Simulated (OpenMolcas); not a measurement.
# Co2+ in KCdF3: curves along the breathing mode

Co2+ with its 6 nearest fluoride ions, on the Cd site of idealised cubic KCdF3 (a = 4.302 Å, distance in the model lattice 2.151 Å). The rest of the host is ab initio model potentials to 7.6 Å, with orthogonalisation functions on the cations behind the ligands, and point charges beyond; the distance is set by hand and nothing relaxes. Ligand basis ANO-RCC-VDZP.

* Program: OpenMolcas 26.06
* Method: SS-CASPT2, IPEA 0.25 Eh, imaginary shift 0.1 Eh (closed shells correlated: 3s 3p and the ligand valence shells)
* Basis: ANO-RCC-VDZP [5s4p2d1f]
* Scalar Hamiltonian: DKH2, point nucleus
* Active space: 7 electrons in 5 orbitals (3d)
* State averaging: 2S+1 = 4 even, 10 roots; 2S+1 = 2 even, 40 roots
* Spin-orbit coupling: state interaction with AMFI integrals over the reference wave functions

Spin-free energies (labels of O, the rotations of Oh) in cm-1 above the lowest fitted minimum, as all ligands move together:

```
R (Å)    4T1    4T2     2E    4A2    2T1    2T2  2T1(2)
1.951    470  10820  10760  22210  18020  18830   21910
1.997     90   9330  11530  19470  17720  18300   21460
2.043   1860  10120  14250  19170  19510  19910   23130
2.089   5610  13040  18800  21140  23280  23500   26790
2.135  11280  17980  25110  25250  28920  29020   32370
 2.18  18740  24730  33010  31310  36270  36270   39690
2.226  28170  33670  42890  39600  45700  45620   49080
```

Cubic fits give the following; the wavenumber is harmonic, with the mass of all moving ligands, small differences in it between states hang on the degree of the fit, a number in brackets counts states of one label, and the table is a selection of at most 14 states with clean curves.

| State | R0 (Å) | Breathing mode (cm-1) | Minimum (cm-1) |
| --- | --- | --- | --- |
| 4T1 | 1.982 | 541 | 0 |
| 4T2 | 2.004 | 553 | 9340 |
| 2E | 1.954 | 515 | 10740 |
| 4A2 | 2.027 | 568 | 19020 |
| 2T1 | 1.980 | 533 | 17610 |
| 2T2 | 1.985 | 537 | 18260 |
| 2T1(2) | 1.983 | 537 | 21390 |
| 4T1(2) | 2.002 | 552 | 23160 |
| 2A1 | 2.002 | 553 | 23910 |
| 2T2(2) | 1.999 | 553 | 27280 |
| 2T1(3) | 2.002 | 551 | 29350 |
| 2E(2) | 2.000 | 557 | 30480 |
| 2T2(3) | 2.009 | 553 | 33780 |
| 2E(3) | 2.025 | 559 | 36120 |

The minimum of 4T2 is shifted by +0.0225 Å against 4T1 (from the unrounded fits). With M = 114.0 u for the moving shell, the Huang-Rhys factor in this mode is S = M ω ΔR² / 2ħ = 0.01483 × 114.0 × 541 × 0.0225² = 0.46. Only the first shell moves, against a rigid host.

Roots that are degenerate in the reference are averaged as groups; the widest CASPT2 spread within a group is 160 cm-1 (the 2-fold group of multiplicity 2 near 31300 cm-1 above the lowest state of its run, R = 1.951). Shifts and gaps below about the spread of the groups concerned are not significant. Over all roots computed the reference weight is 0.73 to 0.74 in R = 1.951, 0.73 to 0.74 in R = 1.997, 0.73 to 0.74 in R = 2.043, 0.73 to 0.74 in R = 2.089, 0.73 to 0.74 in R = 2.135, 0.72 to 0.74 in R = 2.18, 0.72 to 0.74 in R = 2.226; a low but even weight reflects the number of correlated electrons. An orbital triplet at a regular site is open to Jahn-Teller coupling, which can distort the site and quench the lowest spin-orbit gaps and is left out. A single d shell leaves out the double-shell effect, which counts most for late 3d ions, where the CASPT2 field can be off either way by tens of per cent. Ligand-to-metal charge-transfer states are missing. These CASPT2 states fit no ligand-field parameters well, so their order and spin gaps are uncertain. For late 3d ions with one d shell CASPT2 can put B and the spin-flip bands somewhat low as well as high. With one d shell and no ligand orbital active, 10Dq can be off by tens of per cent for divalent 3d ions, low with halides held by bare charges and at times high in hosts. Free-ion shares, where given, are those of the reference states; single-state CASPT2 does not remix them. No measured value stands beside these numbers.
